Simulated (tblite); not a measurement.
Species: C₈H₁₅O (charge +1).
Numbering: `[CH3:1][O:2][CH2:3][C@@H:4]1[CH2:5][C@H:6]1[C+:7]([CH3:8])[CH3:9]` (hydrogens: H10, H11, H12 on C1; H13, H14 on C3; H15 on C4; H16, H17 on C5; H18 on C6; H19, H20, H21 on C8; H22, H23, H24 on C9)

Computed with GFN2-xTB (tblite), gas phase: L-BFGS steps from a force-field or distance-geometry start until the largest atomic force falls under 0.01 eV/Å.

The end geometry, which sets the zero of energy:
```
atom  x, y, z in Å
C1      3.6409    0.6281    0.4508
O2      2.3425    0.3143   -0.0120
C3      1.7095   -0.6872    0.7338
C4      0.3733   -1.0130    0.1248
C5      0.1186   -0.7887   -1.2891
C6     -0.4724    0.2538   -0.3149
C7     -1.8399    0.3276   -0.0363
C8     -2.7581   -0.8004   -0.2333
C9     -2.4151    1.5830    0.4581
H10     3.6153    0.9727    1.4894
H11     4.3063   -0.2370    0.3755
H12     4.0065    1.4260   -0.1904
H13     1.5903   -0.3774    1.7857
H14     2.3060   -1.6163    0.7329
H15    -0.1792   -1.7753    0.6588
H16     0.9290   -0.3923   -1.8830
H17    -0.5797   -1.4167   -1.8198
H18     0.1052    1.1657   -0.2285
H19    -3.6020   -0.7508    0.4525
H20    -3.1807   -0.7136   -1.2402
H21    -2.2802   -1.7742   -0.1698
H22    -1.7716    2.4424    0.2901
H23    -2.5721    1.4892    1.5379
H24    -3.4041    1.7598    0.0356
```

Question: These geometries come from the run, each turned onto the end geometry. Order them by energy, lowest first.
A.
```
atom  x, y, z in Å
C1      3.5172    0.7612    0.5578
O2      2.3091    0.3288   -0.0389
C3      1.7234   -0.7512    0.6316
C4      0.3810   -1.0815    0.0427
C5      0.0673   -0.9015   -1.3665
C6     -0.4507    0.1932   -0.4116
C7     -1.7877    0.3281   -0.0299
C8     -2.7511   -0.7763   -0.1400
C9     -2.2728    1.6150    0.4838
H10     3.3408    1.1245    1.5778
H11     4.2529   -0.0488    0.5827
H12     3.8874    1.5693   -0.0673
H13     1.6104   -0.5286    1.7048
H14     2.3520   -1.6559    0.5526
H15    -0.1650   -1.8213    0.6170
H16     0.8378   -0.5378   -2.0306
H17    -0.6594   -1.5502   -1.8310
H18     0.1798    1.0746   -0.3890
H19    -3.5148   -0.7208    0.6327
H20    -3.2776   -0.6784   -1.0951
H21    -2.2863   -1.7591   -0.1313
H22    -1.4890    2.3651    0.5539
H23    -2.7429    1.4786    1.4611
H24    -3.0735    1.9926   -0.1589
```
B.
```
atom  x, y, z in Å
C1      3.0504    1.0328    0.4522
O2      2.5111   -0.0882   -0.2224
C3      1.8291   -1.0341    0.5586
C4      0.4192   -1.2540    0.0525
C5      0.0796   -1.0019   -1.3442
C6     -0.3318    0.0804   -0.3372
C7     -1.6550    0.3103    0.0561
C8     -2.7317   -0.6508   -0.2087
C9     -1.9892    1.5885    0.6926
H10     2.2720    1.7442    0.7524
H11     3.6242    0.7407    1.3330
H12     3.7134    1.5135   -0.2625
H13     1.8072   -0.7578    1.6195
H14     2.3430   -2.0061    0.4778
H15    -0.1573   -1.9679    0.6274
H16     0.8858   -0.6993   -1.9972
H17    -0.7085   -1.5714   -1.8131
H18     0.3391    0.9256   -0.2675
H19    -3.6539   -0.3894    0.3027
H20    -2.9339   -0.6545   -1.2851
H21    -2.4529   -1.6735    0.0451
H22    -1.1343    2.0463    1.1870
H23    -2.8286    1.5019    1.3803
H24    -2.3088    2.2846   -0.0906
```
C.
```
atom  x, y, z in Å
C1      2.9977    1.0227    0.4334
O2      2.8238   -0.2810   -0.0782
C3      1.9739   -1.1745    0.5540
C4      0.4852   -0.9616    0.2806
C5      0.0708   -1.0133   -1.1655
C6     -0.2113    0.2569   -0.3427
C7     -1.6126    0.4051    0.0108
C8     -2.6304   -0.6265   -0.3234
C9     -2.1357    1.6035    0.7093
H10     2.0740    1.6055    0.4548
H11     3.4781    1.0379    1.4172
H12     3.6589    1.5054   -0.2951
H13     2.1436   -1.2697    1.6339
H14     2.1752   -2.1913    0.1249
H15    -0.1807   -1.4825    0.9801
H16     0.8668   -0.9702   -1.9098
H17    -0.7766   -1.6477   -1.4255
H18     0.3230    1.1396   -0.6773
H19    -3.5794   -0.3708    0.1544
H20    -2.7899   -0.5860   -1.4193
H21    -2.3332   -1.6624   -0.0863
H22    -1.3804    1.9896    1.4148
H23    -3.0205    1.2996    1.2914
H24    -2.4320    2.3913   -0.0281
```
D.
```
atom  x, y, z in Å
C1      3.5830    0.7093    0.5097
O2      2.3188    0.3394   -0.0052
C3      1.7338   -0.7305    0.6831
C4      0.3824   -1.0477    0.1001
C5      0.0941   -0.8594   -1.3139
C6     -0.4620    0.2151   -0.3546
C7     -1.8181    0.3209   -0.0293
C8     -2.7744   -0.7856   -0.1772
C9     -2.3460    1.6059    0.4430
H10     3.5118    0.9995    1.5649
H11     4.3052   -0.1054    0.4091
H12     3.9283    1.5575   -0.0765
H13     1.6549   -0.5025    1.7595
H14     2.3507   -1.6422    0.5893
H15    -0.1692   -1.7919    0.6593
H16     0.8888   -0.4957   -1.9494
H17    -0.6190   -1.4996   -1.8104
H18     0.1369    1.1165   -0.3031
H19    -3.5413   -0.7602    0.5945
H20    -3.3024   -0.6517   -1.1277
H21    -2.3174   -1.7702   -0.1983
H22    -1.6046    2.3996    0.4237
H23    -2.7279    1.4945    1.4616
H24    -3.2180    1.9040   -0.1437
```
E.
```
atom  x, y, z in Å
C1      3.4305    0.7975    0.5642
O2      2.3599    0.1884   -0.1287
C3      1.7011   -0.8118    0.5944
C4      0.3511   -1.0979    0.0029
C5      0.0501   -0.9062   -1.4095
C6     -0.4251    0.2052   -0.4603
C7     -1.7430    0.3347   -0.0179
C8     -2.7020   -0.7751   -0.1070
C9     -2.1965    1.6124    0.5386
H10     3.0992    1.2186    1.5209
H11     4.2423    0.0926    0.7538
H12     3.7900    1.5964   -0.0800
H13     1.5806   -0.5041    1.6423
H14     2.2741   -1.7518    0.5884
H15    -0.2254   -1.8081    0.5822
H16     0.8671   -0.6175   -2.0542
H17    -0.7112   -1.5062   -1.8835
H18     0.2033    1.0877   -0.4546
H19    -3.4854   -0.7037    0.6418
H20    -3.1876   -0.7276   -1.0865
H21    -2.2319   -1.7523   -0.0472
H22    -1.3899    2.3257    0.6913
H23    -2.7450    1.4641    1.4687
H24    -2.9181    2.0586   -0.1514
```

Answer: D (0.014 eV), A (0.028 eV), E (0.065 eV), B (0.177 eV), C (0.958 eV).

In the order of the answer:

```tsv
step	E above end (eV)	largest force (eV/Å)	rms force component (eV/Å)	rms distance from end (Å)	rms bond change (Å)	bond most changed (Å)
96	0.014	0.08	0.028	0.131	0.001	C9–H24 +0.003
80	0.028	0.09	0.026	0.207	0.002	C9–H24 +0.004
66	0.065	0.13	0.038	0.293	0.003	C5–C6 -0.007
34	0.177	0.08	0.026	0.670	0.004	C5–C6 -0.010
1	0.958	1.79	0.391	0.814	0.022	C6–C7 +0.055
```

What follows is the cost of the whole relaxation. Time: 2.0 s of wall time. Hardware: one thread of an Intel Xeon Platinum 8259CL at 2.50 GHz, shared host with 96 logical CPUs at a one-minute load of 38.
